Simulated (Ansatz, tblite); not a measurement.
Cost and result up the ladder for Cd8H22Se8 (38 atoms). Total charge 0; singlet. Geometry: r2SCAN-D4/def2-SVP.

Cartesian coordinates in Å:
```
Cd -1.9154 1.3519 -4.9226
Se 1.7798 1.6609 -4.1346
Se -0.5543 -1.0261 -3.0441
Cd 1.3206 -2.3599 -1.5773
Cd 1.8359 2.6062 -1.4023
Se 2.3609 0.1152 -0.3858
Se 0.1955 -3.1671 0.7695
Cd -0.1888 -3.6435 4.0408
Cd 2.5551 0.5322 2.3163
Se 3.1184 -2.2507 2.8785
Cd -2.6017 0.3508 -1.8971
Se -0.8263 2.3128 -0.7068
Se -3.5175 -1.3134 -0.0585
Cd -1.8456 -1.7995 1.9348
Cd -1.0271 3.0117 1.8771
Se -0.2071 0.5259 2.4884
H -2.8150 0.3703 -5.9469
H -0.8499 2.4914 -4.2260
H 3.2622 1.5730 -4.1264
H 1.8436 3.0323 -4.6637
H -1.3573 -2.2028 -3.4152
H 2.6210 -3.1752 -2.3099
H 2.7006 4.0517 -1.2462
H 3.7974 0.0542 -0.6987
H -0.6504 -4.2291 0.2000
H -0.8977 -5.1652 3.9904
H 0.7868 -2.2734 4.3410
H 3.5585 1.5757 3.1913
H 4.5061 -2.0510 2.3882
H 3.5386 -1.9399 4.2540
H -3.4175 1.3604 -3.0389
H -1.3455 3.5132 -1.3799
H -4.4874 -0.4409 0.6253
H -3.5524 1.6828 1.6339
H -2.1499 -2.3426 3.5488
H -1.4267 4.3949 2.7328
H -3.8229 2.2836 2.0156
H -0.3243 0.5294 3.9545
```

Ansatz on 4 threads of AMD EPYC 7R13 on a shared host and a share (37 GiB) of an NVIDIA H100 80GB HBM3; xTB runs through tblite on one thread. Times are rough, summed over both states, and most runs start from the orbitals of an earlier one. PBE0-D4/def2-TZVP serves as the yardstick here, not as an exact answer. The other state is a doublet.

In the def2 sets Cd takes a core potential; there is no spin–orbit coupling. The xTB rows come from tblite. Single mean-field runs in def2-TZVP are fitted with def2-universal-jkfit. In the singlet geometry the species has come apart into loosely held pieces. In the singlet, H34 and H37 lie 0.76 Å apart (atoms count from 1), so H2 has formed as a molecule. In the doublet geometry the species has come apart into loosely held pieces.

Run but left out: PBE-D4/def2-TZVP (charge +1 doublet: an occupied level 0.07 eV above an empty one).

Raw xTB energies of ions are shifted by several eV.

```csv
level,functions,vertical IE (eV),difference from PBE0-D4/def2-TZVP (eV)
GFN2-xTB,126,11.85,3.76
HF/def2-TZVP,836,7.94,-0.15
GFN1-xTB,148,11.34,3.25
PBE0-D4/def2-TZVP,836,8.09,0.00
```

(1) Estimate how long each takes.

Answers

(1) GFN2-xTB 0.24 s; GFN1-xTB 0.28 s; HF/def2-TZVP 48 s; PBE0-D4/def2-TZVP 52 s. On shared hardware such times vary by a factor of up to 3.
